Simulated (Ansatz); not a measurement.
A run of Ansatz (development build ahead of 0.2.0) on singlet C₇H₇(-) at this shape:

```yaml
atoms:
  - { symbol: C, position_ang: [1.6249, 0.0000, 0.0000] }
  - { symbol: C, position_ang: [1.0131, 1.2704, 0.0000] }
  - { symbol: C, position_ang: [-0.3616, 1.5841, 0.0000] }
  - { symbol: C, position_ang: [-1.4640, 0.7050, 0.0000] }
  - { symbol: C, position_ang: [-1.4640, -0.7050, 0.0000] }
  - { symbol: C, position_ang: [-0.3616, -1.5841, 0.0000] }
  - { symbol: C, position_ang: [1.0131, -1.2704, 0.0000] }
  - { symbol: H, position_ang: [2.7099, 0.0000, 0.0000] }
  - { symbol: H, position_ang: [1.6896, 2.1187, 0.0000] }
  - { symbol: H, position_ang: [-0.6030, 2.6419, 0.0000] }
  - { symbol: H, position_ang: [-2.4415, 1.1758, 0.0000] }
  - { symbol: H, position_ang: [-2.4415, -1.1758, 0.0000] }
  - { symbol: H, position_ang: [-0.6030, -2.6419, 0.0000] }
  - { symbol: H, position_ang: [1.6896, -2.1187, 0.0000] }
```

Its results:

```json
{
  "Converged": "yes",
  "Total energy": "-268.87531 hartree",
  "Spin squared of the determinant": "1.255",
  "Stability test": "minimum"
}
```

Q: Which input gives this output? Name the method, the orbitals and the basis set, and write the input.

A: UHF in def2-SVP.

```yaml
crystal:
  periodic: [false, false, false]
  atoms:
    - { symbol: C, position_ang: [1.62486, 0.0, 0.0] }
    - { symbol: C, position_ang: [1.01308, 1.27037, 0.0] }
    - { symbol: C, position_ang: [-0.36157, 1.58412, 0.0] }
    - { symbol: C, position_ang: [-1.46395, 0.705, 0.0] }
    - { symbol: C, position_ang: [-1.46395, -0.705, 0.0] }
    - { symbol: C, position_ang: [-0.36157, -1.58412, 0.0] }
    - { symbol: C, position_ang: [1.01308, -1.27037, 0.0] }
    - { symbol: H, position_ang: [2.70986, 0.0, 0.0] }
    - { symbol: H, position_ang: [1.68957, 2.11865, 0.0] }
    - { symbol: H, position_ang: [-0.603, 2.64192, 0.0] }
    - { symbol: H, position_ang: [-2.4415, 1.17576, 0.0] }
    - { symbol: H, position_ang: [-2.4415, -1.17576, 0.0] }
    - { symbol: H, position_ang: [-0.603, -2.64192, 0.0] }
    - { symbol: H, position_ang: [1.68957, -2.11865, 0.0] }
basis:
  gaussian: { orbitals: def2-SVP }
total_charge: -1
magnetization:
  spin_polarized: true
hamiltonian:
  xc: hf
```

Caution: no diffuse functions for an anion; the unrestricted determinant is a mixture of spin states.
